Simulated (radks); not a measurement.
Lu I, 71 electrons, occupied as [Xe] 4f14 5d1 6s2. Calculated with a radial shooting solver on a logarithmic mesh with Libxc functionals: Dirac Kohn-Sham, BLYP, spin-unpolarised, spherical densities, point nucleus; open shells fill j = l - 1/2 first.

Radial electron density D(r) = 4 pi r^2 rho(r):

```
   r/bohr * D(r) (the largest magnitude, 126, reaches the edge; | marks zero)
0.0009642 |  *
 0.001307 |   *
 0.001785 |      *
 0.002439 |          *
 0.003305 |               *
 0.004516 |                      *
 0.006169 |                              *
 0.008361 |                                     *
  0.01142 |                                          *
   0.0156 |                                          *
  0.02115 |                                      *
  0.02889 |                                      *
  0.03947 |                                             *
  0.05349 |                                                      *
  0.07308 |                                                    *
  0.09984 |                                          *
   0.1353 |                                              *
   0.1848 |                                                *
   0.2525 |                              *
   0.3422 |                        *
   0.4676 |                            *
   0.6388 |                  *
   0.8657 |         *
    1.183 |     *
    1.616 |  *
     2.19 |*
    2.992 *
    4.087 *
    5.539 *
    7.567 *
    10.34 *
```

D(r) has 4 maxima, at r = 0.0133, 0.0594, 0.165, 0.446 bohr, and minima at 0.0258, 0.107, 0.316 bohr, inside which lie 2.02, 11.09, 29.80 electrons.
